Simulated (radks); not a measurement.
Valence configurations of Nd+ (all share [Xe]). Method: scalar-relativistic Kohn-Sham, PBE, spin-polarised, spherical densities, point nucleus; open shells are filled with parallel spins first (spin-orbit coupling, left out, can overturn this in heavy ions); computed with a radial shooting solver on a logarithmic mesh with Libxc functionals. Energies are relative to 4f4 6s1; eigenvalues in eV for spin up.

valence          E (eV)  moment (Bohr magnetons)    e(4f)   e(5d)   e(6p)    e(6s)
4f4 6s1           0.000                        5   -8.512       -       -   -8.562
4f3 6s1 6p1       6.374                        5  -17.187       -  -7.206  -10.796
4f2 6s1 6p2      20.574                        5  -27.188       -  -8.656  -12.824
4f3.5 6s1.5       1.089                        4  -12.116       -       -   -9.181
4f3 6s2           3.603                        3  -16.160       -       -   -9.763
4f5               2.092                        5   -3.402       -       -        -
4f4 6p1           3.035                        5   -9.625       -  -6.141        -
4f3 5d1 6s1       2.728                        5  -13.826  -9.106       -   -9.235
4f4 5d1           0.997                        5   -6.727  -6.505       -        -
4f3.5 6s1 6p0.5   2.311                        5  -12.645       -  -6.392   -9.707

NIST lists [Xe] 4f4 6s1 as the ground configuration; this level of theory agrees among the configurations tried. The energies are those of spherical high-spin densities, not of single terms.
